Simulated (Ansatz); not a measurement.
The same molecule with X = F, Cl, Br. Ansatz, PBE0-D4/def2-TZVP geometries, multiplicity 1. Each molecule was computed in one conformer, which needn't be the lowest.

Scalar relativity is left out up to krypton.

```json
{"X": "F", "molecule": "`CO[SiH](F)O[SiH3]`", "mean X–Si bond length / Å": "1.592", "size of the dipole moment (ωB97M-V/def2-TZVPP) / D": "1.53", "size of the dipole moment (B3LYP/def2-TZVPP) / D": "1.53", "LUMO energy (PBE0/def2-TZVPP) / eV": "0.21"}
{"X": "Cl", "molecule": "`CO[SiH](Cl)O[SiH3]`", "mean X–Si bond length / Å": "2.054", "size of the dipole moment (ωB97M-V/def2-TZVPP) / D": "1.36", "size of the dipole moment (B3LYP/def2-TZVPP) / D": "1.36", "LUMO energy (PBE0/def2-TZVPP) / eV": "0.16"}
```

(1) Give the row for X = Br, `CO[SiH](Br)O[SiH3]`. (An estimate is asked.)

Results:

(1) The calculation gave: 
```json
{"X": "Br", "molecule": "`CO[SiH](Br)O[SiH3]`", "mean X–Si bond length / Å": "2.227", "size of the dipole moment (ωB97M-V/def2-TZVPP) / D": "1.30", "size of the dipole moment (B3LYP/def2-TZVPP) / D": "1.28", "LUMO energy (PBE0/def2-TZVPP) / eV": "0.10"}
```

From F to Br the mean X–Si bond length rises at each step, by 0.635 Å in all; the LUMO energy (PBE0/def2-TZVPP) falls at each step, by 0.11 eV in all. Bonds lengthen as the atom grows down the group. Dipoles are sizes alone, and their direction can turn along the series.

B3LYP here is the variant with VWN-RPA as its local correlation; programs differ in this.
